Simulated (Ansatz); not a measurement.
Start from `OC[AsH2]` and change one atom or group to get `OC[TeH]`.

Ansatz, PBE0-D4/def2-TZVP geometries, multiplicity 1. Each molecule was computed in one conformer, which needn't be the lowest.

Elements past krypton have def2 core potentials. Scalar relativity is left out up to krypton.

```json
{"property": "HOMO energy (PBE0/def2-TZVPP) / eV", "`OC[AsH2]`": "-7.10"}
{"property": "ideal-gas entropy at 298 K and 1 bar (rigid rotor, harmonic PBE0-D4/def2-TZVP) / J/(mol·K)", "`OC[AsH2]`": "301"}
{"property": "size of the dipole moment (ωB97M-V/def2-TZVPP) / D", "`OC[AsH2]`": "1.51"}
{"property": "HOMO–LUMO gap (B3LYP/def2-TZVPP) / eV", "`OC[AsH2]`": "6.74"}
{"property": "size of the dipole moment (PBE/def2-TZVPP) / D", "`OC[AsH2]`": "1.47"}
{"property": "zero-point energy (PBE0-D4/def2-TZVP) / kJ/mol", "`OC[AsH2]`": "151.8"}
```

**Question.** What does the change do to each property? (An estimate is asked.)

**Answer.** Computed: 
```
                                                                                  property  `OC[TeH]`  shift
                                                        HOMO energy (PBE0/def2-TZVPP) / eV      -6.36   0.74
ideal-gas entropy at 298 K and 1 bar (rigid rotor, harmonic PBE0-D4/def2-TZVP) / J/(mol·K)        306      5
                                        size of the dipole moment (ωB97M-V/def2-TZVPP) / D       1.22  -0.29
                                                     HOMO–LUMO gap (B3LYP/def2-TZVPP) / eV       5.14  -1.60
                                            size of the dipole moment (PBE/def2-TZVPP) / D       1.19  -0.28
                                            zero-point energy (PBE0-D4/def2-TZVP) / kJ/mol      127.6  -24.2
```

With PBE0 the HOMO rises by 0.74 eV and the LUMO falls by 0.87 eV, so the gap narrows by about 1.61 eV. PBE moves the HOMO by 0.56 eV and ωB97M-V by 0.81 eV. The zero-point energy changes by -24.2 kJ/mol with -3 modes. Dipoles are sizes alone; their direction can turn.

B3LYP here is the variant with VWN-RPA as its local correlation; programs differ in this.

Spin–orbit coupling is left out; it splits and shifts lone-pair levels of the heavy atoms by tenths of an eV.
